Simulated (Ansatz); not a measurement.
Several settings on one geometry of ZnCu₃ (the lowest doublet isomer of a short search) (that of the charge 0 doublet, B3LYP-D4/def2-SVP). Ansatz on 4 threads of Intel Xeon on a shared host; times are rough.

```xyz
4

Cu   -1.114    0.222    0.469
Cu    1.116   -0.270   -0.439
Cu    0.049   -1.729    1.055
Zn   -0.050    1.777   -1.085
```

Totals from different functionals, basis sets or treatments of relativity can't be compared as stabilities.

Correlated methods freeze 20 core orbitals.

The spins typed aren't always the lowest for that charge.

**Question.** Give the basis size and estimate the energy, ⟨S²⟩ and time of these runs.

```tsv
run	method	charge	state	further keys
1	RKS RPBE/def2-mTZVP	1	singlet	scf: {omitted_lower_state_checks: [starts]}; forces asked
2	UKS rPW86-PBE/def2-mTZVPP	0	quartet	forces asked
3	RKS BHLYP/def2-mTZVP	1	singlet	nuclear_model: gaussian; scf: {lower_state_search: off}; forces asked
4	UHF, rpa/def2-SVPD	0	doublet	final_grid: {core_spheres: 20, valence_spheres: 16, degree: 47}
5	ROKS r2SCAN-D3(BJ)-ATM/def2-mTZVPP	0	doublet	scf: {lower_state_search: light}; forces asked
```

**Answer.** 
```json
{"run": "1", "functions": "132", "energy (Eh)": "-6700.5841", "⟨S²⟩": "–", "wall time": "2 s"}
{"run": "2", "functions": "132", "energy (Eh)": "-6704.0729", "⟨S²⟩": "3.75", "wall time": "20 s"}
{"run": "3", "functions": "132", "energy (Eh)": "-6700.5133", "⟨S²⟩": "–", "wall time": "2.5 s"}
{"run": "4", "functions": "136", "energy (Eh)": "-6695.1361", "⟨S²⟩": "0.83", "wall time": "56 s"}
{"run": "5", "functions": "132", "energy (Eh)": "-6700.9304", "⟨S²⟩": "–", "wall time": "27 s"}
```
